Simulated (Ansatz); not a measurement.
Species: F4Ge, SMILES `[F][Ge]([F])([F])[F]` (charge 0, multiplicity 1).

**Question.** Give a relaxed geometry from B3LYP-D3(BJ)/def2-SVP (Ansatz, an electronic-structure program).

**Answer.** the end point of this relaxation (outside a Z-matrix the atoms follow the SMILES, hydrogens last).
Z-matrix (Å, degrees):
```
Ge
F 1 1.7053
F 1 1.7053 2 109.47
F 1 1.7053 2 109.47 3 120.00
F 1 1.7053 2 109.47 4 120.00
```
